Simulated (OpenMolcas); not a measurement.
# Cr4+: moving the ligands

Cr4+ with 6 ligands (sulfide) in trigonal prismatic coordination (D3h) at 2.29 Å, a polar angle of 55.0° against the regular 49.1°. A charge of +1.33 e stands 2.8 Å behind each ligand. Ligand basis ANO-RCC-VDZP.
```
Cr    0.0000    0.0000    0.0000
S     1.8757    0.0000    1.3138
S    -0.9378    1.6244    1.3138
S    -0.9378   -1.6244    1.3138
S     1.8757    0.0000   -1.3138
S    -0.9378    1.6244   -1.3138
S    -0.9378   -1.6244   -1.3138
```

| Quantity | Value |
| --- | --- |
| Program | OpenMolcas |
| Method | SS-CASPT2, IPEA 0.25 Eh, imaginary shift 0.1 Eh (closed shells correlated: 3s 3p and the ligand valence shells) |
| Basis | ANO-RCC-VDZP [5s4p2d1f] |
| Scalar Hamiltonian | DKH2, point nucleus |
| Active space | 2 electrons in 5 orbitals (3d) |
| State averaging | 2S+1 = 3 even, 10 roots; 2S+1 = 1 even, 15 roots |
| Spin-orbit coupling | state interaction with AMFI integrals over the reference wave functions |

Runs around this geometry, states (labels of D3, the rotations of D3h). Energies in cm-1 above the lowest state or level, χT in cm3 K/mol.

| R (Å) | Polar angle / regular | Ground state | First state of that spin | First gap with spin-orbit (degeneracies) | χT at 300 K | First state of another spin |
| --- | --- | --- | --- | --- | --- | --- |
| 2.29 | 1.12 | 3E | 3A2 10720 | 220 (2, 2) | 0.760 | 1A1 1580 |
| 2.46 | 1.12 | 3E | 3A2 8620 | 240 (2, 2) | 0.742 | 1A1 2740 |
| 2.33 | 1.176 | 3E | 3A2 10060 | 230 (2, 2) | 0.759 | 1A1 1830 |

Taking the first state of the same spin as R^-n, n = -ln(8620 / 10720) / ln(2.46 / 2.29) = 3.0 between the shortest and longest distance.

Roots that are degenerate in the reference are averaged as groups; the widest CASPT2 spread within a group is 1500 cm-1 (the 2-fold group of multiplicity 1 near 33800 cm-1 above the lowest state of its run, R = 2.46, ratio = 1.12). Shifts and gaps below about the spread of the groups concerned are not significant. Over all roots computed the reference weight is 0.51 to 0.55 in R = 2.29 in ratio = 1.12, 0.49 to 0.54 in R = 2.46 in ratio = 1.12, 0.50 to 0.54 in R = 2.33 in ratio = 1.176; the roots of lowest weight are the least certain, and an intruder state may touch them. An orbital doublet at a regular site is open to a Jahn-Teller distortion, which this geometry leaves out. The sulfide ions are held by bare point charges, a crude embedding. Ligand-to-metal charge-transfer states are missing. This ion would oxidise such ligands; the complex is a model and need not exist. With no ligand orbital active B as a rule stays too high, so bands that hang on it stand too high and its fall with covalency is understated. The least metal-like active orbital is 68 % on the metal (Löwdin) and no ligand orbital is active, so the numbers are rough (holds for R = 2.29, ratio = 1.12). The least metal-like active orbital is 70 % on the metal (Löwdin) and no ligand orbital is active, so the numbers are rough (holds for R = 2.46, ratio = 1.12). The least metal-like active orbital is 67 % on the metal (Löwdin) and no ligand orbital is active, so the numbers are rough (holds for R = 2.33, ratio = 1.176). No measured value stands beside these numbers; the geometry is a model, was not optimised and need not be the one that this ion takes.
